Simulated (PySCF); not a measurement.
A structure optimised at PBE-D3(BJ)/def2-SVP, used in a PySCF frequency run:

```xyz
7

Cl    -3.0149     0.7999    -0.7060
C     -2.0130    -0.5384    -0.2024
C     -0.7158    -0.6013    -0.4247
C      0.5775    -0.6756    -0.6359
Br     1.8772    -0.0071     0.5941
H     -2.5731    -1.3327     0.3189
H      1.0329    -1.1261    -1.5323
```

**Question.** Write its SMILES and formula.

**Answer.** ClC=C=CBr, C3H2BrCl

**Question.** What are its rotational constants (standard atomic weights)?

**Answer.** 11.177, 0.69347, 0.67138 GHz
